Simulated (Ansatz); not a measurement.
Molecule: C5H5S (charge 0, doublet). It need not be the lowest isomer of its formula. 
Coordinates optimised at B3LYP-D3(BJ)/def2-TZVP (Ansatz, a quantum-chemistry and plane-wave program):
```xyz
11

C     -2.2244    -0.2399    -0.0819
C     -0.8610    -0.2064     0.0930
C     -0.0738    -0.9328     1.0129
C      1.2933    -0.6560     0.9212
C      1.5976     0.2716    -0.0502
S      0.1912     0.8250    -0.8762
H     -2.8318    -0.8872     0.5347
H     -2.7215     0.3662    -0.8246
H     -0.5120    -1.6308     1.7114
H      2.0449    -1.1181     1.5453
H      2.5697     0.6520    -0.3171
```
Charge 0, spin multiplicity 2.

Basis-set convergence of Hartree-Fock and MP2 correlation energies (hartree) with Ansatz. Valence correlation only, unless marked. Open shells are spin-unrestricted. No spin-orbit coupling. Non-relativistic.

The UHF reference is spin-contaminated (<S^2> 0.37 over the pure value in the largest basis). 

```tsv
basis	functions	E(HF)	E(corr, MP2)
cc-pV(D+d)Z	118	-589.76643	-0.74103
cc-pV(T+d)Z	259	?	?
```

Question: Complete the blanks.

Answer: 
- cc-pV(T+d)Z, E(HF): -589.83102
- cc-pV(T+d)Z, E(corr, MP2): -0.91702
